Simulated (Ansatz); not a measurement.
H₄HfO₄, charge -1, doublet, geometry from GFN2-xTB (such geometries of metal compounds can be far from the true shape) (the multiplicity is a formal guess) (core potentials on Hf) (a gas-phase anion, which may not be bound at this level); Ansatz (a program for electronic structure) with PBE/def2-SVP.

The Ansatz input:
Ansatz 0.2 input:
```yaml
crystal:
  periodic: [false, false, false]
  atoms:
    - {symbol: Hf, position_ang: [-0.00000000, 0.00000000, -0.00000000]}
    - {symbol: O, position_ang: [1.86824430, 0.33811420, -0.28908161]}
    - {symbol: H, position_ang: [1.71818795, 0.98809181, -0.98506148]}
    - {symbol: O, position_ang: [0.22989531, -0.32287162, 1.87912965]}
    - {symbol: H, position_ang: [1.19165090, -0.26527537, 1.84619568]}
    - {symbol: O, position_ang: [-0.54748506, 1.11112594, -1.46761215]}
    - {symbol: H, position_ang: [-1.31431976, 0.56973815, -1.68724728]}
    - {symbol: O, position_ang: [-1.55065456, -1.12636852, -0.12243589]}
    - {symbol: H, position_ang: [-1.59551909, -1.29255459, 0.82611309]}
basis:
  gaussian:
    orbitals: def2-SVP
hamiltonian:
  xc: pbe
total_charge: -1
magnetization: {spin_polarized: true, initial_magnetization: 1}
```

It wrote (shortened):

```
Functional definition: PBE
1118 factors; their error is unknown
mean field evaluation 1: about -9541.0279 eV, gradient 5.2e1 eV
mean field evaluation 2: about -9476.0262 eV, gradient 1.4e2 eV
mean field evaluation 4: about -9550.1907 eV, gradient 6.8e0 eV
mean field evaluation 8: about -9550.3889 eV, gradient 9.7e-2 eV
mean field evaluation 16: about -9550.3889 eV, gradient 5.9e-5 eV
mean field -9550.38894561 eV, -350.9703202650 hartree, gradient 2.4e-5 eV, S^2 0.751736; 0 other end points of the search recorded, 0 dependent functions left out
reference -9550.38900037 eV, -350.9703222774 hartree; 25, 24 occupied and 83, 84 virtual orbitals, 1118 factors
Total energy: -9550.38900037 eV, -350.9703222774 hartree
```
